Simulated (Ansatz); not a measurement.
The same path of C₂H₅AlCl₂ (10 atoms, charge 0, multiplicity 1) was run twice with different band settings. The coordinate that changes most is the dihedral H6–Al1–C2–C3.

The calculation used RKS PBE-D4/6-31G in Ansatz 0.2.0.

Relaxed end points:

```xyz
10
Properties=species:S:1:pos:R:3
Al -0.061 0.754 1.434
C 0.365 -0.776 0.142
C 0.046 -0.162 -1.165
Cl -0.556 -1.287 -2.527
Cl -1.435 1.166 -0.820
H 0.952 2.012 1.418
H -1.149 0.483 2.593
H 1.417 -1.109 0.162
H -0.297 -1.625 0.376
H 0.802 0.492 -1.612
```

```xyz
10
Properties=species:S:1:pos:R:3
Al -0.063 0.753 1.434
C 0.366 -0.776 0.141
C 0.047 -0.163 -1.166
Cl -0.561 -1.287 -2.524
Cl -1.430 1.171 -0.820
H -1.154 0.480 2.589
H 0.949 2.012 1.423
H 1.419 -1.106 0.163
H -0.294 -1.626 0.375
H 0.804 0.490 -1.615
```

Common settings: climbing image yes; spring 5.0 eV/Å²; optimiser quadratic models (default); start path through a guess of the saddle point; force threshold 0.03 eV/Å; iteration limit 60; end points relaxed.

| run | movable images |
| --- | --- |
| 1 | 5 |
| 2 | 2 |

(1) What does each run give, and how far can it be trusted?

## Answers

(1) Run 1: converged after 12 iterations, highest image 0.272 eV above the first end. A vibrational analysis at the climbing image gives one clearly imaginary mode, 136i cm⁻¹: a first-order saddle point.
Run 2: converged after 11 iterations, highest image 0.272 eV above the first end. Another band between the same ends (5 images) ends at a top of the same energy, where a vibrational analysis finds 1 clearly imaginary mode. So few images can step over the top or miss a turn of the path.
Limits of this set-up: no polarisation functions.
